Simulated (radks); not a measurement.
Valence configurations of Cu (all share [Ar]). All-electron calculation, Dirac Kohn-Sham, PBE, spin-unpolarised, spherical densities, finite nucleus; open shells are shared between the two j in proportion to 2j + 1; Fermi nuclear charge, rms radius 3.8823 fm. Program: a radial shooting solver on a logarithmic mesh with Libxc functionals. Order these by energy: 3d9 4s1.5 4p0.5; 3d9 4s2; 3d10 4p1; 3d7.5 4s2 4p1.5; 3d9 4s1 4p1; 3d9.5 4s1.5; 3d8 4s1 4p2; 3d7 4s2 4p2; 3d10 4s1; 3d10 4s0.5 4p0.5.

Answer. From the lowest, in eV above it: 3d10 4s1 0.000; 3d9.5 4s1.5 0.576; 3d9 4s2 1.971; 3d10 4s0.5 4p0.5 2.009; 3d10 4p1 4.137; 3d9 4s1.5 4p0.5 4.340; 3d9 4s1 4p1 6.811; 3d8 4s1 4p2 19.272; 3d7.5 4s2 4p1.5 21.526; 3d7 4s2 4p2 31.432. NIST lists [Ar] 3d10 4s1 as the ground configuration; this level of theory agrees among the configurations tried. The energies are those of spherical spin-averaged densities, not of single terms.
